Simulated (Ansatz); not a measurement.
A calculation with Ansatz (development build ahead of 0.2.0).

```yaml
crystal:
  periodic: [false, false, false]
  atoms:
    - { symbol: B, position_ang: [0.00699, 0.00708, -0.00103] }
    - { symbol: F, position_ang: [0.81827, 0.81593, 0.81226] }
    - { symbol: F, position_ang: [0.80224, -0.81494, -0.81399] }
    - { symbol: F, position_ang: [-0.80616, 0.80431, -0.81717] }
    - { symbol: F, position_ang: [-0.8103, -0.80117, 0.81441] }
basis:
  gaussian: { orbitals: STO-3G }
total_charge: -1
hamiltonian:
  xc: hf
correlation:
  method: mp2
  frozen_orbitals: { B: 1, F: 1 }
```

The input is written out in the form of the current development build from the run's settings.

The run gave:

```
Converged                       : yes
Reference energy                : -416.61391 hartree
Correlation energy              : -0.08031 hartree
Total energy                    : -416.69422 hartree
Spin squared of the determinant : 0.000
```

Caution: no diffuse functions for an anion.
